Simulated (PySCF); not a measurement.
A structure optimised at PBE0-D3(BJ)/def2-SVPD, used in a PySCF frequency run:

```
Au
Cl 1 2.3277
Cl 1 2.3277 2 90.00
Cl 1 2.3277 3 90.00 2 180.00
Cl 1 2.3277 2 90.00 3 180.00
```
Charge -1, spin multiplicity 1.

Q: Write its SMILES, formula and point group.

A: [Cl][Au-]([Cl])([Cl])[Cl], AuCl4, D4h

Q: What are its rotational constants (standard atomic weights)?

A: 1.3156, 1.3156, 0.65778 GHz
